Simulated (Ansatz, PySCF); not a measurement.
Process, species as SMILES: [O]=[Sn]([F])[F] -> [O]=[Sn][F] + F atom (the F-Sn bond at the site shown breaks; other sites are not compared here)
Each molecule is optimised on its own at B3LYP-D3(BJ)/def2-TZVP (Ansatz, a quantum-chemistry and plane-wave program).
Geometry of the first species:
```
Sn
O 1 1.8251
F 1 1.9083 2 131.13
F 1 1.9083 2 131.13 3 -180.00
```
Charge 0, spin multiplicity 1.

Wanted: bond dissociation energy (enthalpy at 298 K, with B3LYP-D3(BJ) rigid-rotor harmonic-oscillator terms from PySCF), in kcal/mol. Correlated levels leave the core frozen unless marked. UHF or UKS for open shells. Spin-orbit coupling is left out. The frozen core is the preceding noble-gas configuration, with the filled d and f shells of earlier blocks. In def2 rows, elements after Kr have scalar-relativistic effective core potentials. Basis-set limits of correlation are two-point, X^-3; Hartree-Fock from the larger set. [CCSD(T)-MP2]/basis is that difference in the basis named.

| level | program | bond dissociation energy (kcal/mol) |
|---|---|---|
| HF/def2-SVP | Ansatz | 13.2 |
| HF/def2-SVPD | Ansatz | 16.1 |
| BLYP-D3(BJ)/def2-TZVPD | Ansatz + dftd3 | 87.3 |
| BLYP/def2-TZVPD | Ansatz | 86.5 |

Estimate the value at RI-MP2/CBS(def2-TZVPPD,def2-QZVPPD)+[CCSD(T)-MP2]/def2-TZVPPD as computed with Ansatz.

96.8 kcal/mol, so BLYP/def2-TZVPD differs from it by -10.3 kcal/mol.
